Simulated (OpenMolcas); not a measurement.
Yb4+: CASPT2 settings compared

```json
{"Program": "OpenMolcas 26.06", "Basis": "ANO-RCC-VDZ [7s6p4d2f]", "Scalar Hamiltonian": "DKH2, point nucleus", "Active space": "12 electrons in 7 orbitals (4f)", "State averaging": "2S+1 = 3 even, 21 roots (18 in the spin-orbit step); 2S+1 = 1 even, 14 roots kept (CI in the orbitals of an earlier block)", "Spin-orbit coupling": "RASSI with atomic mean-field integrals over the reference wave functions, term energies averaged over their components"}
```

Methods on the same reference wave functions:
A. CASSCF
B. SS-CASPT2, IPEA 0.1 Eh, real shift 0.3 Eh (closed shells correlated: 5s 5p)
C. SS-CASPT2, IPEA 0.3 Eh, real shift 0.25 Eh (closed shells correlated: none)
D. SS-CASPT2, IPEA 0 Eh, sigma1 regulariser 0.05 Eh (closed shells correlated: 5s 5p)

Energies in cm-1 above 4f12 3H6, the measured ground level; measured values from the list in Tchang-Brillet, Wyart, Meftah and Ait Mammar, Atoms 6, 52 (2018).

```tsv
Level	A	B	C	D	Measured
4f12 3H6	0.0	0.0	0.0	0.0	0.0
4f12 3F4 [55 %]	6852	6390	6680	6360	6112
4f12 3H5	9734	9730	9730	9730	9580
4f12 3H4 [56 %]	15276	15010	15160	15000	14405
4f12 3F3	18277	17320	17860	17270	16372
4f12 3F2	19733	18650	19310	18590	16877
4f12 1G4 [55 %]	25371	25430	25430	25430
```

Deviations, from unrounded energies. A percentage is the sum of absolute deviations over the sum of measured energies, with the sign that they share, or ± where signs differ.

| Against measurement | Levels | A | B | C | D |
| --- | --- | --- | --- | --- | --- |
| mean absolute deviation (cm-1) | 5 | 1300 | 750 | 1100 | 720 |
| fine structure of the ground term (%) | 2 | +4.3 | +3.2 | +3.8 | +3.1 |
| other terms of the ground configuration (%) | 3 | +14.0 | +7.6 | +11.4 | +7.3 |

B, D lie about equally close to measurement and A furthest from it. The largest miss of D in the table is 4f12 3F2, by +1700 cm-1. The ranking rests on the paired levels alone, and a cruder setting can come out closer through cancelling errors.

Among B to D the level of the table that moves most is 4f12 3F2, by 710 cm-1 (lowest in D, highest in C). Moves below CASPT2's spread within the term are not significant.

The mean deviations of B to D differ by less than CASPT2's widest spread within a term (510 cm-1), so their order carries little weight.

From A to B the spin-free energies of the other terms of 4f12 shown, above 3H, scale by factors of 0.89 to 1.03.

The lowest spin-free term lies below A's lowest term by 0.418 hartree in B, 0.254 hartree in C, 0.420 hartree in D.

CASPT2 does not keep the components of a term degenerate, so their means are used; among the terms shown or strongly mixed into the levels shown the widest spread is 510 cm-1 (4f12 1G, D). Some high roots are left out of the spin-orbit mixing, which shifts the levels that they would mix with. Terms from blocks run as CI alone lack orbitals of their own. The basis is small and was not contracted for so high a charge. Without dynamic correlation excited terms often stand tens of per cent too high (terms of higher spin than the ground term too low), and those without a measured partner can miss by more than the paired ones (holds for A). Computed and measured levels are paired by configuration, term and J; levels that our copy of the source lacks, or whose pairing is in doubt (as where it misses far off the trend of its configuration), stay unpaired and out of the deviations. Only configurations of the active space appear. Levels that lie high or do not pair safely by name in every column are left out.

A share in square brackets marks a mixed level and gives the weight of the term that names it, the lowest over the columns.
